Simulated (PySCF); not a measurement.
## Vertical excitation energies

C4H5F3O.
Structure used (GFN2-xTB), in Å, numbered top down from 1:
```xyz
13
C4H5F3O angstrom
C     -0.8284   -0.9835   -0.6151
C     -0.1051   -0.0885    0.3916
F     -0.2664   -0.6275    1.6514
C      1.3972    0.0010    0.0818
F      1.9886    1.0028    0.7959
C     -0.7363    1.2942    0.4046
O     -1.3402    1.8443    1.2443
F     -0.5411    1.8836   -0.8103
H     -0.3396   -1.9540   -0.6526
H     -0.8161   -0.5315   -1.6026
H     -1.8587   -1.1245   -0.2959
H      1.8855   -0.9360    0.3677
H      1.5562    0.2201   -0.9784
```

Level of theory: PySCF, TDDFT wB97X-D/def2-SVPD, vertical, gas phase, core orbitals frozen in the response.

| state | E (eV) | E (hartree) | f | main configurations (H = HOMO, L = LUMO) |
| --- | --- | --- | --- | --- |
| S1 | 6.08 | 0.2233 | 0.0029 | H→L (91%) |
| S2 | 8.23 | 0.3023 | 0.033 | H-1→L (82%), H-3→L (9%) |
| S3 | 8.53 | 0.3135 | 0.032 | H-3→L (59%), H-2→L (15%), H-1→L (12%) |
| S4 | 9.07 | 0.3334 | 0.0013 | H-2→L (82%), H-3→L (13%) |
| S5 | 9.31 | 0.3421 | 0.039 | H-4→L (37%), H→L+1 (32%), H→L+3 (13%) |
| S6 | 9.46 | 0.3475 | 0.048 | H→L+1 (35%), H-4→L (31%), H→L+4 (10%) |
| S7 | 9.83 | 0.3613 | 0.0036 | H-5→L (34%), H-8→L (13%), H-1→L+1 (12%) |
| S8 | 9.98 | 0.3669 | 0.014 | H-1→L+1 (41%), H-5→L (19%), H-8→L (9%) |

Triplets (Tamm–Dancoff): T1 5.51 eV, H→L (91%); T2 6.74 eV, H-4→L (76%), H-1→L (10%); T3 7.92 eV, H-3→L (41%), H-1→L (38%).

The lowest singlet comes at 204 nm (586 kJ/mol) in the ultraviolet; it is very weak; its leading configuration is HOMO→LUMO (91%). The most intense listed level is S6 at 9.46 eV (131 nm, f = 0.048), 3.38 eV above S1. Löwdin shares by element: HOMO oxygen 54%, carbon 21% or more, fluorine 10% or more (atoms not listed hold the other 16%); LUMO carbon 44% or more, oxygen 32%, fluorine 9% or more. The listed states span 3.91 eV, and the widest gap between neighbours is 2.15 eV (S1 to S2). Weighted by f, the mean energy of these states is 9.01 eV. Of the 8 states listed, 5 reach f = 0.01 and none stays under 0.0005. Singlets were solved by full linear response, triplets in the Tamm–Dancoff approximation.

On one thread of an Arm Neoverse V1, shared host with 32 logical CPUs at a one-minute load of 9.4, this took 39 s and 0.88 GiB of memory at its peak.

One conformer stands for the species.
